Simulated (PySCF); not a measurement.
hydronium (H₃O), SMILES [OH3+], charge +1. Atoms are numbered in the order given.

```xyz
4

O      0.0000     0.0000     0.0742
H      0.8173     0.4719    -0.1977
H      0.0000    -0.9438    -0.1977
H     -0.8173     0.4719    -0.1977
```
Charge +1, spin multiplicity 1.

Geometry optimised at B3LYP-D3(BJ)/def2-TZVPD.

Calculation: B3LYP/def2-TZVPD (PySCF).

Gas-phase values at a fixed geometry.

```yaml
total_energy: -76.73828 hartree
point_group: C3v
highest_occupied_level: -20.36 eV
lowest_empty_level: -7.70 eV
orbital_gap: 12.67 eV
dipole_moment_about_the_centre_of_nuclear_charge: 1.41 D
mean_static_polarisability: 6.6 bohr³ (0.98 Å³)
polarisability_principal_values: 5.7, 7.0, 7.0 bohr³
```
